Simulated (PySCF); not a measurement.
Mapped SMILES: `[NH2:1][C:2](=[O:3])[GeH2:4][SH:5]` (H(Xn): hydrogen on atom n).

Geometry: PBE0-D3(BJ)/def2-SVP; GIAO absolute shieldings from PySCF 2.14.0 with density-fitted response routines, gas phase, non-relativistic, averaged over equivalent atoms.

At PBE0/pcSseg-1 (141 basis functions, 12 s wall time on 1 thread of an Arm Neoverse V2, shared host):
```tsv
atoms	σ (ppm)
N1	136.9
C2	7.7
O3	-150.3
Ge4	1468.9
S5	754.4
H(N1)	26.37
H(Ge4)	26.41
H(S5)	30.72
```

**Question.** Estimate the result of repeating the calculation with PBE0/pcSseg-2.

**Answer.** 
```
 atoms  σ at PBE0/pcSseg-2  change
    N1               135.5    -1.4
    C2                -1.3    -9.0
    O3              -141.6    +8.7
   Ge4              1480.3   +11.4
    S5               741.5   -12.9
 H(N1)               26.09   -0.28
H(Ge4)               26.33   -0.08
 H(S5)               30.74   +0.02
```

The largest change is at S5 (sulfur bonded to Ge, H). Cost: 284 basis functions, 31 s wall time on 1 thread of an Arm Neoverse V2, shared host.

Relativistic effects, spin–orbit coupling among them, are left out; they matter for Ge and for the light atoms bonded to it. The C=O carbon of an acid or of an amide with N–H lies up to 10 ppm further downfield in solution, through hydrogen bonding that the calculation lacks.
